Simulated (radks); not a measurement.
Results of a calculation; reference values are marked as such.
Fractional charge and spin in the 4s shell of arsenic: the spin-up occupation runs from 0 to 1 and the spin-down occupation from 0 to 1; the fullest corner is As, [Ar] 3d10 4p(up 1.5, down 1.5) 4s(up 1, down 1). Code: a radial shooting solver on a logarithmic mesh with Libxc functionals. Model: scalar-relativistic Kohn-Sham, PBEsol, spin-polarised, spherical densities, point nucleus. Energy (eV) minus the two flat planes that join the four corners (they meet along the diagonal where the two added fractions sum to one electron); zero is where a piecewise linear energy would lie.

down \ up,0,0.25,0.5,0.75,1
0,0.000,-0.982,-1.303,-0.971,0.000
0.25,-0.982,-1.227,-0.825,0.212,-0.870
0.5,-1.303,-0.825,0.283,-0.734,-1.149
0.75,-0.971,0.212,-0.734,-1.083,-0.852
1,0.000,-0.870,-1.149,-0.852,0.000

Corners above the fullest one (they belong to As+ and the next ion): (up 1, down 0) 18.991 eV, (up 0, down 1) 18.991 eV, (up 0, down 0) 48.945 eV. With half an added electron in each spin the energy lies 0.283 eV from the planes, and with half an added electron in spin up alone -1.303 eV. The planes are only a guide here: the flat-plane condition holds for ground states with one frontier orbital, while this shell lies below other occupied shells, so the corners above the fullest one are inner-hole states and not the ground states of those ions.
